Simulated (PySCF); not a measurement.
Job file and geometry (Å, from GFN2-xTB) of an NMR shielding run on `CO[SiH2][Si@@]1([SiH3])[SiH2]CS1`, C2H12OSSi4, GIAO PBE0/pcSseg-1 NMR shielding, non-relativistic, gas phase in PySCF 2.14.0, density-fitted response routines; density fitting, a coarse starting grid and PySCF grid level 2 are the driver's defaults:

```
$ OMP_NUM_THREADS=1 python probes_run.py task.json out

{"job": {"kind": "nmr", "xc": "PBE0", "basis": "pcSseg-1"}, "charge": 0, "multiplicity": 1}
C      3.467432     0.372365    -0.962832
O      2.146725     0.206902    -0.555103
Si     1.439596    -1.184856    -0.087948
Si    -0.560678    -0.096425     0.271192
Si    -0.417415     1.928147     1.473063
Si    -2.257809    -0.192924    -1.371835
C     -3.194774    -1.199421    -0.036589
S     -1.969168    -1.458663     1.302455
H      3.676990    -0.234107    -1.846444
H      4.155897     0.077835    -0.167996
H      3.623836     1.424027    -1.203390
H      2.182211    -1.785006     1.033186
H      1.551056    -2.195145    -1.157042
H      0.199791     1.781231     2.796035
H      0.417734     2.859061     0.708697
H     -1.709222     2.591636     1.689741
H     -3.055358     0.981277    -1.750680
H     -2.117991    -1.009702    -2.585376
H     -3.538860    -2.179512    -0.357508
H     -4.045141    -0.676042     0.395642
```

Q: What does the program print?

A: 
```
coarse grid: 18824 points
cycle   1  E = -1713.8150592373  dE =  5.684e-01  |g| = 6.829e-01  |ddm| = 4.159e+00
cycle   2  E = -1713.6747678122  dE =  1.403e-01  |g| = 1.095e+00  |ddm| = 1.828e+00
cycle   3  E = -1713.9062490256  dE = -2.315e-01  |g| = 8.994e-02  |ddm| = 1.264e+00
cycle   4  E = -1713.9074123176  dE = -1.163e-03  |g| = 4.758e-02  |ddm| = 1.827e-01
cycle   5  E = -1713.9080538459  dE = -6.415e-04  |g| = 9.260e-03  |ddm| = 8.518e-02
cycle   6  E = -1713.9080758726  dE = -2.203e-05  |g| = 2.675e-03  |ddm| = 1.699e-02
cycle   7  E = -1713.9080780988  dE = -2.226e-06  |g| = 6.311e-04  |ddm| = 4.798e-03
final grid: 157544 points
cycle   8  E = -1713.9645046665  dE = -2.186e-05  |g| = 9.750e-03  |ddm| = 2.613e-02
cycle   9  E = -1713.9644875306  dE =  1.714e-05  |g| = 1.351e-02  |ddm| = 1.751e-02
cycle  10  E = -1713.9645226771  dE = -3.515e-05  |g| = 1.215e-03  |ddm| = 1.125e-02
cycle  11  E = -1713.9645230015  dE = -3.244e-07  |g| = 2.229e-04  |ddm| = 1.572e-03
cycle  12  E = -1713.9645230137  dE = -1.219e-08  |g| = 7.405e-05  |ddm| = 4.279e-04
cycle  13  E = -1713.9645230152  dE = -1.502e-09  |g| = 2.258e-05  |ddm| = 1.492e-04
cycle  14  E = -1713.9645230153  dE = -1.205e-10  |g| = 4.780e-06  |ddm| = 2.725e-05
converged SCF energy = -1713.9645230153

GIAO shielding tensors (ppm)
atom      isotropic    diamagn.    paramagn.     s11        s22        s33       span
  0 C      130.867     238.015    -107.148    102.475    103.261    186.866     84.391
  1 O      341.520     404.529     -63.008    294.405    354.201    375.955     81.550
  2 Si     368.836     881.211    -512.375    316.050    330.555    459.902    143.851
  3 Si     370.188     880.514    -510.326    298.817    343.198    468.548    169.731
  4 Si     452.394     880.274    -427.880    427.322    451.240    478.620     51.297
  5 Si     388.077     879.282    -491.205    340.233    364.026    459.971    119.739
  6 C      171.318     256.969     -85.651    142.727    170.668    200.559     57.832
  7 S      682.122    1059.687    -377.565    453.498    634.878    957.989    504.491
  8 H       28.269      26.667       1.602     24.065     25.708     35.035     10.970
  9 H       28.266      26.525       1.741     24.338     25.432     35.028     10.690
 10 H       27.881      27.364       0.517     23.121     25.818     34.704     11.582
 11 H       26.410      30.112      -3.703     23.932     24.816     30.481      6.549
 12 H       26.254      30.073      -3.818     23.620     24.694     30.449      6.829
 13 H       27.828      29.442      -1.613     24.515     25.796     33.174      8.659
 14 H       28.054      29.658      -1.604     24.105     26.733     33.324      9.219
 15 H       27.753      29.500      -1.747     24.323     26.062     32.872      8.549
 16 H       26.647      29.127      -2.480     23.865     24.446     31.629      7.764
 17 H       26.511      29.078      -2.567     23.839     24.677     31.017      7.178
 18 H       29.300      30.181      -0.881     24.407     26.575     36.917     12.510
 19 H       28.874      30.471      -1.597     24.188     26.714     35.719     11.531
```

Q: Turn these shieldings into chemical shifts. References, each an isolated molecule treated in the same way: ¹³C (σ = 186.93 ppm), ²⁹Si (σ = 349.16 ppm), ¹H (σ = 31.72 ppm) vs TMS; H2O for ¹⁷O (σ = 336.08 ppm); ³³S (σ = 503.73 ppm) against CS2.

A: Averaging equivalent atoms: C 0: 56.1; C 6: 15.6; O 1: -5.4; Si 2: -19.7; Si 3: -21.0; Si 5: -38.9; Si 4: -103.2; S 7: -178; H 12: 5.46; H 11: 5.31; H 17: 5.21; H 16: 5.07; H 13/14/15: 3.84; H 8/9/10: 3.58; H 19: 2.84; H 18: 2.42 ppm. Experimental scales use liquid or dissolved standards, which lie at an offset from isolated H2O (liquid H2O: subtract about 36 ppm).

Size and cost of the density-fitted run: 231 basis functions, 75 s wall time on 1 thread of an Arm Neoverse V1, shared host; peak memory 1.1 GiB.
